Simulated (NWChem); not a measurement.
GeS, singlet; SMILES [S]=[Ge]

```xyz
2

Ge     0.0000     0.0000    -0.6811
S      0.0000     0.0000     1.3622
```
Atoms are numbered in this order, from 1.

Results from NWChem. Pople sets run with spherical d functions. Low-valent species are run as closed-shell singlets; no triplet was tried in these runs. All runs use the structure optimised with PBE-D3(BJ)/def2-SVP. Total energies compare along this basis series because the functional is fixed.

```
level                    basis functions  energy (Ha)  highest occupied level (eV)  orbital gap (eV)  dipole (D)
-----------------------  ---------------  -----------  ---------------------------  ----------------  ----------
Hartree-Fock/STO-3G                   27   -2444.9016                        -6.24             11.56        1.37
Hartree-Fock/3-21G                    35   -2460.9316                       -10.22             10.49        3.81
Hartree-Fock/6-31G*                   50   -2472.6231                       -10.14             10.52        3.04
Hartree-Fock/6-311G**                 70   -2472.8909                       -10.18             10.47        3.29
Hartree-Fock/def2-TZVPD              100   -2472.9431                       -10.15             10.51        2.96
Hartree-Fock/def2-QZVP               145   -2472.9945                       -10.14             10.48        2.97
```
